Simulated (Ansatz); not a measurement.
C3H5BO2, SMILES C=CB(O)C=O.

Geometry: r2SCAN-D4/def2-SVP. This is a generated structure with no PubChem entry under its InChIKey; it may be hypothetical. One conformer was computed; it need not be the lowest.

Two levels are set side by side: PBE/def2-TZVPD (Ansatz, an electronic-structure program) and PBE0/def2-TZVPD (Ansatz). Energy differences of separate SCF runs at the same geometry; the states with an electron removed or added have multiplicity 2 and 2. Differences are taken from unrounded values.

```
quantity                           PBE0   PBE  PBE minus PBE0
---------------------------------  ----  ----  --------------
vertical ionisation energy (eV)    9.73  9.32           -0.41
vertical electron affinity (eV)    0.81  0.91            0.10
vertical singlet–triplet gap (eV)  2.20  2.08           -0.12
```
